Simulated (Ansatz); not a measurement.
A nudged elastic band was laid between two geometries of AlFH4N2 + H2 (10 atoms, charge 0, multiplicity 1).

The calculation used RKS PBE0-D4/6-31G* (Ansatz).

* movable images: 7
* climbing image: yes
* spring: 5.0 eV/Å²
* optimiser: quadratic models (default)
* start path: through a guess of the saddle point
* force threshold: 0.05 eV/Å
* iteration limit: 60
* end points: relaxed

Image 0:

```xyz
10
Properties=species:S:1:pos:R:3
Al 0.023 -0.232 -0.176
F 0.040 -0.211 1.484
N 1.571 -0.196 -1.031
H 1.685 -0.196 -2.034
H 2.469 -0.151 -0.571
N -1.541 -0.312 -0.999
H -2.430 -0.345 -0.520
H -1.675 -0.314 -1.999
H 0.004 2.886 1.522
H 0.002 2.155 1.664
```

Image 8:

```xyz
10
Properties=species:S:1:pos:R:3
Al 0.017 0.601 -0.308
F 0.010 0.177 1.767
N 1.573 -0.037 -0.901
H 1.688 -0.828 -1.517
H 2.472 0.364 -0.676
N -1.536 -0.017 -0.930
H -1.663 -0.852 -1.482
H -2.421 0.451 -0.795
H 0.006 2.090 0.363
H 0.000 1.133 1.818
```

Problem. Which bonds break or form, and what moves?

Solution. Bonds broken: H9–H10. Bonds formed: Al1–H9, F2–H10. AlFH4N2 + H2 becomes AlFH6N2.

Problem. Give the energies along the band, and the barrier.

Solution. It converged. The highest image is number 7 of 0 to 8, 148.5 kJ/mol above the first end and 0.3 kJ/mol above the last; the last end lies 148.2 kJ/mol above the first. The top lies less than 8 meV above the higher end, about what the thresholds resolve: that end is a shoulder or a very shallow well. A vibrational analysis at the climbing image gives one clearly imaginary mode, 254i cm⁻¹: a first-order saddle point. The orbitals stay closed-shell, which can raise the energy where a bond breaks towards radicals; this wasn't checked here.

```json
{"image": "0", "path coordinate (Å)": "0.00", "energy (kJ/mol)": "0.0", "H9–H10 (Å)": "0.74", "Al1–H9 (Å)": "3.55", "F2–H10 (Å)": "2.37"}
{"image": "1", "path coordinate (Å)": "0.79", "energy (kJ/mol)": "0.8", "H9–H10 (Å)": "0.74", "Al1–H9 (Å)": "3.08", "F2–H10 (Å)": "2.48"}
{"image": "2", "path coordinate (Å)": "1.57", "energy (kJ/mol)": "7.9", "H9–H10 (Å)": "0.75", "Al1–H9 (Å)": "2.94", "F2–H10 (Å)": "2.62"}
{"image": "3", "path coordinate (Å)": "2.36", "energy (kJ/mol)": "16.8", "H9–H10 (Å)": "0.75", "Al1–H9 (Å)": "2.92", "F2–H10 (Å)": "2.52"}
{"image": "4", "path coordinate (Å)": "3.14", "energy (kJ/mol)": "12.3", "H9–H10 (Å)": "0.75", "Al1–H9 (Å)": "2.86", "F2–H10 (Å)": "2.40"}
{"image": "5", "path coordinate (Å)": "3.93", "energy (kJ/mol)": "6.3", "H9–H10 (Å)": "0.75", "Al1–H9 (Å)": "2.52", "F2–H10 (Å)": "2.22"}
{"image": "6", "path coordinate (Å)": "4.72", "energy (kJ/mol)": "36.0", "H9–H10 (Å)": "0.77", "Al1–H9 (Å)": "2.10", "F2–H10 (Å)": "1.78"}
{"image": "7", "path coordinate (Å)": "5.51", "energy (kJ/mol)": "148.5", "H9–H10 (Å)": "1.35", "Al1–H9 (Å)": "1.69", "F2–H10 (Å)": "1.02"}
{"image": "8", "path coordinate (Å)": "6.46", "energy (kJ/mol)": "148.2", "H9–H10 (Å)": "1.74", "Al1–H9 (Å)": "1.63", "F2–H10 (Å)": "0.96"}
```

Problem. What is the geometry of the highest image?

Solution. 
```xyz
10
Properties=species:S:1:pos:R:3
Al 0.005 0.505 -0.239
F 0.210 0.332 1.728
N 1.559 -0.117 -0.841
H 1.728 -0.379 -1.802
H 2.426 -0.109 -0.323
N -1.546 -0.053 -0.903
H -1.701 -0.949 -1.341
H -2.401 0.483 -0.873
H -0.164 2.054 0.412
H 0.029 1.315 1.523
```

The band took 23 iterations and of the order of 9 core-minutes.

Run time: 9 min on 1 thread of Arm Neoverse V1 (shared host), peak memory 0.15 GiB.
